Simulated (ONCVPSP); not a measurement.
## Cs (Z = 55): variants of one ONCV potential

Base potential:

ONCVPSP 4.0.1 input, shortened (lines: element, Z, core and valence counts, functional; n l f; lmax; l rc ep ncon nbas qcut; lloc lpopt rc5 dvloc0; l nproj debl; icmod fcfact rcfact), PBE, scalar-relativistic:

```
  Cs 55.00    9    4        4      upf
    1    0    2.00
    2    0    2.00
    2    1    6.00
    3    0    2.00
    3    1    6.00
    3    2   10.00
    4    0    2.00
    4    1    6.00
    4    2   10.00
    5    0    2.00
    5    1    6.00
    6    0    0.75
    6    1    0.25
    2
    0    3.15    0.00    4    7    3.10
    1    4.00    0.00    4    8    3.30
    2    4.05    0.05    4    9    2.00
    4    5    2.10    6.00
    0    2    2.60
    1    2    3.60
    2    1    0.40
    1    0.25    0.00
```

Cutoffs, loose and tight: the cutoffs (Ha) at which the residual kinetic energy of the hardest occupied pseudo-wave falls to 1 and 0.1 mHa per electron. They do not see the model core or the augmentation charge, which bear on the density cutoff. Test errors are all-electron minus pseudo excitation energies from the reference, over the configurations 5s2 5p6 6s1 6p0; 5s2 5p6 6s0 6p0; 5s2 5p6 6s0.5 6p0; 5s2 5p6 5d0.5 6s0.5 6p0. A dash means not determined; rows that change the core or the reference have their own tests.

```tsv
change	outcome	cutoff, loose	cutoff, tight	bound ghosts	GHOST(+) flags above zero	largest test error (meV)
base	generated	3.6 Ha	4.4 Ha	none	none	-2.4
core correction polynomial model core, fcfact 0.48	generated	3.6 Ha	4.4 Ha	none	none	-2.5
reference 5s2 5p6 6s1; wave 5p+6p: rc 4.00 bohr, ncon 4, nbas 8, qcut 3.3 1/bohr, 2 projectors becomes 5p: rc 4.00 bohr, ncon 4, nbas 8, qcut 3.3 1/bohr, 2 projectors, debl 3.6 Ha	generated	3.6 Ha	4.4 Ha	none	none	-392 over the solved tests; 1 of 4 tests not solved or not reliable
local potential polynomial inside 2.65 bohr (lpopt 5, dvloc0 6 Ha)	generated	3.6 Ha	4.4 Ha	none	none	-2.8
d: qcut 2.7	generated	3.6 Ha	4.4 Ha	none	none	-1.6
p: rc 5.64	generated	2.8 Ha	4.4 Ha	none	none	-13
s: rc 3.68	generated	3.6 Ha	4.4 Ha	none	none	-2.4
d: qcut 1.2	generated	3.6 Ha	4.4 Ha	none	none	-2.9
all radii but the core radius scaled by about 0.78 (s 2.46, p 3.12, d 3.16 bohr); local potential polynomial inside 1.64 bohr (lpopt 5, dvloc0 6 Ha)	generated	11 Ha	20 Ha	none	s	-1.1
```
